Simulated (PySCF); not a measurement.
A small calculation by hand: oscillator strength and radiative lifetime

Ti(OH)3(NH2) (H₅NO₃Ti), SMILES [OH][Ti]([OH])([OH])[NH2], multiplicity 1.

Geometry optimised at B3LYP-D3(BJ)/def2-SVP. The spin state was assumed, not searched. The structure was generated by enumeration; whether it is a known compound was not checked. Other conformers were not sampled.

TDA-PBE/def2-SVPD run with PySCF puts the first singlet state with f over 0.02 at 4.58 eV (vertical), with the transition dipole (-0.252, -0.433, 0.087) in atomic units.

Task: Find the oscillator strength, the wavelength and the radiative lifetime that this transition would have in vacuum if emission retraced absorption.

Result: 
|μ|² = 0.2586 au, so |μ| = 1.29 D. ΔE = 4.58/27.211 = 0.1683 hartree. f = (2/3) ΔE |μ|² = 0.029 (the program prints 0.029).
λ = 1239.84/4.58 = 271 nm; ν = 36940 cm⁻¹.
Einstein's coefficient A = 0.6670 ν² f s⁻¹ (ν in cm⁻¹) = 2.6e7 s⁻¹, so τ = 1/A = 38 ns. This state is S2; the lower singlet has f = 0.002. The figure is the radiative limit of this one transition; relaxation, internal conversion, crossing to triplets and a medium change what is measured.
